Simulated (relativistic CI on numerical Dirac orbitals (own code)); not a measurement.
**Rb29+: sensitivity of the levels to the model**

Base calculation: Dirac-Coulomb-Breit CI, separate exchange-only KLI orbitals for each configuration, QED by a radiative potential, unscaled Slater integrals.

Configurations in the expansion (outside the closed core 1s2): 2s²2p⁴, 2s2p⁵, 2p⁶, 2p⁵3s, 2p⁵3p, 2p⁵3d, 2s²2p³3s, 2s²2p³3p, 2s²2p³3d, 2s2p⁴3s, 2s2p⁴3p, 2s2p⁴3d, 2s²2p³4s, 2s²2p³4p, 2s²2p³4d, 2s²2p³4f. Levels of other configurations are missing.

The lowest level and the first level of each name with at least 55 % of one term (blank where a level has no safe partner in the second run):

| Level | Base (eV) | Shift (eV) |
| --- | --- | --- |
| 2s²2p⁴ ³P2 | 0.00 | 0.00 |
| 2s²2p⁴ ³P1 | 59.62 | +0.02 |
| 2s²2p⁴ ¹D2 | 72.66 | +0.02 |
| 2s2p⁵ ³P°2 | 220.92 | +0.04 |
| 2s2p⁵ ³P°1 | 246.59 | +0.04 |
| 2s2p⁵ ³P°0 | 285.34 | +0.04 |
| 2s2p⁵ ¹P°1 | 316.32 | +0.04 |
| 2p⁶ ¹S0 | 499.14 | +0.17 |
| 2s²2p³3s ³D°3 | 1986.06 | +1.85 |
| 2s²2p³3s ¹D°2 | 1989.80 | +1.93 |
| 2s²2p³3p ³P0 | 2001.95 | +1.90 |
| 2s²2p³3s ³P°0 | 2003.15 | +1.58 |
| 2s²2p³3s ³P°1 | 2004.86 | +1.62 |
| 2s²2p³3p ³D3 | 2048.87 | +1.68 |
| 2s²2p³3p ³F4 | 2050.05 | +1.71 |
| 2s²2p³3s ³P°2 | 2056.31 | +1.96 |
| 2s²2p³3d ³D°1 | 2057.28 | +1.74 |
| 2s2p⁴3s ⁵P3 | 2104.25 | +1.40 |

At this charge energies of transitions that change n are usually good to better than 1 %, and those within a shell (Δn = 0) to a few per cent.

**Question.** One thing was changed in a second run, which moved the levels as shown. Which?
A. P86 correlation estimate
B. one mean potential for all configurations
C. QED terms removed
D. Breit term removed
E. configuration mixing switched off

**Answer.** B. One mean potential for all configurations. One potential for all configurations removes the relaxation of the orbitals, which moves whole configurations and changes the integrals a little.

LS names give the leading component of a level, which can be under half, so a name can repeat, a term be missing and a line seem to break the LS rules.
